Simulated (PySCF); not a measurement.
# A small calculation by hand: entropy of an ideal gas

BiCl2, SMILES [Cl][Bi+][Cl] (connectivity only; charge and spin as stated), charge +1, multiplicity 1.

Geometry: PBE-D3(BJ)/def2-TZVP. The multiplicity is an assumed one; other spin states were not compared. The isomer is the one that the SMILES or the coordinates give; other isomers of the formula were not compared. The def2 effective core potentials stand for the cores of Bi; spin–orbit coupling is left out.

PBE-D3(BJ)/def2-TZVP in PySCF gives the harmonic wavenumbers 115, 366, 379 cm⁻¹ and the rotational temperatures 0.1968, 0.1039, 0.0680 K. The molar mass is 279.88 g/mol, the symmetry number 2, the spin multiplicity 1.

Problem. Work out the entropy at 298.15 K and 1 atm in the rigid-rotor, harmonic-oscillator model.

Solution. 
Translation (Sackur–Tetrode at 1 atm): S = R[1.5 ln M + 2.5 ln T − 1.16487] = 179.0 J/(mol K).
Rotation: q = (√π/σ) T^1.5/√(θA θB θC) = 122000, S = R[ln q + 3/2] = 109.9 J/(mol K).
Vibration: with u = 1.4388 ν/T, each mode gives R[u/(e^u − 1) − ln(1 − e^−u)]:
| ν (cm⁻¹) | modes | u | S (J/(mol K)) |
|---|---|---|---|
| 115 | 1 | 0.55 | 13.32 |
| 366 | 1 | 1.77 | 4.59 |
| 379 | 1 | 1.83 | 4.36 |
These are all the modes. Sum 22.3 J/(mol K).
Spin: R ln 1 = 0.0 J/(mol K).
Total 311.2 J/(mol K); the program's own thermochemistry gives 311.1. Translation makes up 58 % and vibration 7 %. Anharmonicity, hindered rotation and orbital degeneracy are left out.
